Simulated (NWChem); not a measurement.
Molecule: C3H4N2; SMILES C/C=N/C#N

Program: NWChem. All runs use the structure optimised with PBE0/def2-SVP. B3LYP is NWChem's, with the RPA form of VWN correlation. Field at 589 nm.

### Question
Predict the results for B3LYP/def2-SVPD. Quantities: isotropic polarisability (bohr³); anisotropy (bohr³).

### Answer
```yaml
isotropic polarisability (bohr³): 54.8
anisotropy (bohr³): 49.7
```
